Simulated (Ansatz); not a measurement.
Ge23H32, a nanocrystal cut from cubic germanium: single points at one geometry.

```yaml
crystal:
  periodic: [false, false, false]
  atoms:
    - {symbol: Ge, position_ang: [-4.520005, 1.745946, -0.628599]}
    - {symbol: Ge, position_ang: [-1.961889, -3.684485, 2.423435]}
    - {symbol: Ge, position_ang: [1.229750, -3.903050, -0.726571]}
    - {symbol: Ge, position_ang: [-1.646385, 1.814382, -3.514340]}
    - {symbol: Ge, position_ang: [1.138889, -1.037347, -3.483999]}
    - {symbol: Ge, position_ang: [-1.669289, -1.047584, -0.669846]}
    - {symbol: Ge, position_ang: [-1.630590, 1.684745, 2.237739]}
    - {symbol: Ge, position_ang: [1.200810, -1.068383, 2.130524]}
    - {symbol: Ge, position_ang: [1.195586, 1.796261, -0.660290]}
    - {symbol: Ge, position_ang: [4.019990, -1.149928, -0.765029]}
    - {symbol: Ge, position_ang: [3.875340, 2.025235, 2.407336]}
    - {symbol: Ge, position_ang: [-3.169162, -2.278812, 0.829240]}
    - {symbol: Ge, position_ang: [-3.052140, 0.418373, -2.074257]}
    - {symbol: Ge, position_ang: [-3.276860, 3.037754, 1.037040]}
    - {symbol: Ge, position_ang: [-0.251344, -2.480575, -2.064996]}
    - {symbol: Ge, position_ang: [-0.221625, -2.427345, 3.598841]}
    - {symbol: Ge, position_ang: [2.611885, -2.492125, 0.723491]}
    - {symbol: Ge, position_ang: [-0.270413, 0.357977, -4.920953]}
    - {symbol: Ge, position_ang: [-0.137766, 3.195924, -2.171381]}
    - {symbol: Ge, position_ang: [2.589142, 0.350807, -2.069007]}
    - {symbol: Ge, position_ang: [-0.225819, 0.359572, 0.729159]}
    - {symbol: Ge, position_ang: [2.544584, 0.359721, 3.605901]}
    - {symbol: Ge, position_ang: [2.504562, 3.262106, 0.804376]}
    - {symbol: H, position_ang: [-5.376375, 2.716391, -1.496804]}
    - {symbol: H, position_ang: [-5.499533, 0.784175, 0.106705]}
    - {symbol: H, position_ang: [-2.964097, -4.268192, 3.464719]}
    - {symbol: H, position_ang: [-1.323059, -4.880188, 1.664240]}
    - {symbol: H, position_ang: [2.161208, -4.699658, -1.691280]}
    - {symbol: H, position_ang: [0.414660, -4.932532, 0.107981]}
    - {symbol: H, position_ang: [-2.551783, 2.721802, -4.407714]}
    - {symbol: H, position_ang: [2.051861, -1.950945, -4.365103]}
    - {symbol: H, position_ang: [-2.373172, 0.699045, 3.188176]}
    - {symbol: H, position_ang: [-0.730475, 2.597334, 3.123093]}
    - {symbol: H, position_ang: [4.764592, -2.106223, -1.747866]}
    - {symbol: H, position_ang: [5.094097, -0.355383, 0.034020]}
    - {symbol: H, position_ang: [5.039296, 1.324243, 1.656264]}
    - {symbol: H, position_ang: [4.503462, 3.020925, 3.427354]}
    - {symbol: H, position_ang: [-4.176574, -3.129413, -0.000744]}
    - {symbol: H, position_ang: [-3.995100, -1.219142, 1.618848]}
    - {symbol: H, position_ang: [-3.944135, -0.479910, -2.991376]}
    - {symbol: H, position_ang: [-4.283416, 3.652454, 2.056333]}
    - {symbol: H, position_ang: [-2.542020, 4.214799, 0.335600]}
    - {symbol: H, position_ang: [-1.161318, -3.367905, -2.973847]}
    - {symbol: H, position_ang: [0.675843, -3.407932, 4.412847]}
    - {symbol: H, position_ang: [-0.904460, -1.466477, 4.617671]}
    - {symbol: H, position_ang: [3.507101, -3.387560, 1.638216]}
    - {symbol: H, position_ang: [-1.176062, -0.543196, -5.811093]}
    - {symbol: H, position_ang: [0.629680, 1.214241, -5.861071]}
    - {symbol: H, position_ang: [0.839016, 3.960970, -3.116616]}
    - {symbol: H, position_ang: [-0.932966, 4.256931, -1.355455]}
    - {symbol: H, position_ang: [3.468498, 1.255198, -2.991513]}
    - {symbol: H, position_ang: [1.559307, 1.104546, 4.555252]}
    - {symbol: H, position_ang: [3.467592, -0.527969, 4.493169]}
    - {symbol: H, position_ang: [1.491035, 4.148601, 1.588671]}
    - {symbol: H, position_ang: [3.390046, 4.211793, -0.056491]}
basis:
  gaussian: {orbitals: def2-SVP, fitting: {mean_field: def2-universal-jkfit}, initial_orbitals: start.molden}
hamiltonian: {xc: pbe, dispersion: d4}
scf: {omitted_lower_state_checks: [starts]}
output: {orbitals: {seedname: orbitals}}
```

The file start.molden holds the orbitals of an earlier run on this structure, at another level or in another basis.

```sh
$ ansatz run in.yaml --threads 11 --pin off --events-out ev --progress --plain --max-ram 110592MiB --backend cuda --devices 0, --max-vram 75GiB
```

It prints (some lines left out):

```
Functional definition: PBE
  name "PBE"
  cite "Perdew, Burke & Ernzerhof, Phys. Rev. Lett. 77, 3865 (1996) doi:10.1103/PhysRevLett.77.3865"
  parent pbe
  parameter kappa = 0.804
  parameter beta = 0.06672455060314922
  exchange = pbe_x(kappa = kappa, mu = beta*pi^2/3)
  correlation = pbe_c(beta = beta)
these checks for a lower state are left out or cut short: starts
6694 factors; integrals over basis functions are off by at most 3.4e-1 eV
mean field evaluation 1: about -1300092.4272 eV, gradient 2.3e1 eV
mean field evaluation 2: about -1300093.3784 eV, gradient 8.7e-1 eV
mean field evaluation 4: about -1300093.3300 eV, gradient 1.0e-1 eV
mean field evaluation 8: about -1300093.3300 eV, gradient 2.6e-5 eV
mean field -1300093.33001523 eV, -47777.5486431497 hartree, gradient 2.6e-5 eV, S^2 0.000000; 0 other end points of the search recorded, 0 dependent functions left out
reference -1300093.33012005 eV, -47777.5486470020 hartree; 384, 384 occupied and 512, 512 virtual orbitals, 6694 factors
Total energy: -1300097.26804787 eV, -47777.6933631800 hartree
Checks for a lower state left out: starts
```

Hardware: 11 threads of AMD EPYC 7R13 on a shared host and a whole NVIDIA H100 80GB HBM3. Wall time 4.9 s, peak host memory 1.6 GiB.

First input, but with `gaussian: {orbitals: 6-31G, fitting: {mean_field: def2-universal-jkfit}}`, `hamiltonian: {xc: hf}` (abridged; 6 s):

```
Functional definition: HF
mean field -1299195.13105862 eV, -47744.5404403154 hartree, gradient 1.5e-5 eV, S^2 0.000000
Total energy: -1299195.13105862 eV, -47744.5404403154 hartree
Checks for a lower state left out: starts
```

The first input with `gaussian: {orbitals: 6-31G, fitting: {mean_field: def2-universal-jkfit}}`, `hamiltonian: {xc: {name: B3LYP}, dispersion: d4}` (abridged; 6.5 s):

```
Functional definition: B3LYP
mean field evaluation 16: about -1300261.2112 eV, gradient 7.5e-5 eV
mean field -1300261.21121795 eV, -47783.7181635559 hartree, gradient 7.5e-5 eV, S^2 0.000000
Total energy: -1300267.62104844 eV, -47783.9537204818 hartree
Checks for a lower state left out: starts
```

The first input with `hamiltonian: {xc: r2scan, dispersion: d4}`, `output: {forces: true, orbitals: {seedname: orbitals}}` (abridged; 6.5 s):

```
Functional definition: r2SCAN
mean field -1300290.35289536 eV, -47784.7891004477 hartree, gradient 1.4e-5 eV, S^2 0.000000
Total energy: -1300291.47523520 eV, -47784.8303456759 hartree
Atom 0 force    -0.094929     0.017575    -0.009485 eV/Å
Atom 1 force    -0.040326    -0.087045     0.036407 eV/Å
Atom 2 force     0.028430    -0.111983    -0.013979 eV/Å
Atom 3 force    -0.026409     0.043093    -0.055994 eV/Å
Atom 4 force     0.040373    -0.057913    -0.064296 eV/Å
Atom 5 force    -0.026167     0.002645     0.000523 eV/Å
Atom 6 force    -0.015347     0.005010     0.099552 eV/Å
Atom 7 force     0.011280    -0.006718     0.046642 eV/Å
Atom 8 force     0.013037     0.029782    -0.024763 eV/Å
Atom 9 force     0.123014    -0.024956    -0.018018 eV/Å
Atom 10 force     0.072115     0.039958     0.031149 eV/Å
Atom 11 force    -0.097283     0.008474     0.006001 eV/Å
Atom 12 force    -0.078940    -0.046408    -0.054712 eV/Å
Atom 13 force    -0.037728     0.095244     0.044687 eV/Å
Atom 14 force    -0.035170    -0.059902    -0.054589 eV/Å
Atom 15 force     0.006379    -0.008977     0.103290 eV/Å
Atom 16 force     0.063894    -0.062758     0.018614 eV/Å
Atom 17 force     0.005965    -0.000636    -0.092749 eV/Å
Atom 18 force     0.015897     0.124097    -0.020035 eV/Å
Atom 19 force     0.069086     0.035594    -0.061909 eV/Å
Atom 20 force    -0.009246     0.013275     0.045061 eV/Å
Atom 21 force    -0.005122     0.001743     0.095271 eV/Å
Atom 22 force    -0.015453     0.095610     0.005686 eV/Å
Atom 23 force     0.136091    -0.155775     0.139343 eV/Å
Atom 24 force     0.158446     0.161307    -0.116165 eV/Å
Atom 25 force     0.156280     0.092546    -0.163386 eV/Å
Atom 26 force    -0.108003     0.189005     0.133127 eV/Å
Atom 27 force    -0.151865     0.128648     0.152733 eV/Å
Atom 28 force     0.139794     0.160360    -0.146731 eV/Å
Atom 29 force     0.139689    -0.139150     0.141599 eV/Å
Atom 30 force    -0.138879     0.140863     0.127409 eV/Å
Atom 31 force     0.108788     0.162360    -0.143900 eV/Å
Atom 32 force    -0.146528    -0.136898    -0.137845 eV/Å
Atom 33 force    -0.124795     0.160760     0.164064 eV/Å
Atom 34 force    -0.181856    -0.145850    -0.147302 eV/Å
Atom 35 force    -0.171662     0.111609     0.120417 eV/Å
Atom 36 force    -0.094096    -0.149090    -0.148683 eV/Å
Atom 37 force     0.161705     0.129019     0.129281 eV/Å
Atom 38 force     0.125759    -0.175365    -0.115782 eV/Å
Atom 39 force     0.128109     0.132333     0.135210 eV/Å
Atom 40 force     0.163651    -0.098894    -0.165034 eV/Å
Atom 41 force    -0.135476    -0.194416     0.120808 eV/Å
Atom 42 force     0.138917     0.135705     0.133472 eV/Å
Atom 43 force    -0.142857     0.151490    -0.126407 eV/Å
Atom 44 force     0.102093    -0.162407    -0.160206 eV/Å
Atom 45 force    -0.136481     0.131344    -0.142443 eV/Å
Atom 46 force     0.137699     0.134758     0.136608 eV/Å
Atom 47 force    -0.144168    -0.127659     0.141981 eV/Å
Atom 48 force    -0.155416    -0.124770     0.148188 eV/Å
Atom 49 force     0.140903    -0.163423    -0.147566 eV/Å
Atom 50 force    -0.127507    -0.138691     0.134883 eV/Å
Atom 51 force     0.159290    -0.109899    -0.140231 eV/Å
Atom 52 force    -0.137419     0.136879    -0.137386 eV/Å
Atom 53 force     0.165604    -0.129901    -0.117810 eV/Å
Atom 54 force    -0.133160    -0.151605     0.135399 eV/Å
Dipole moment:     0.014306    -0.014348    -0.025841 e Å
Checks for a lower state left out: starts
```

Geometry: PBE-D4/def2-SVP.

The 6-31G sets use Cartesian d functions. B3LYP takes the VWN-RPA correlation. Single mean-field runs in 6-31G, def2-SVP are fitted with def2-universal-jkfit.
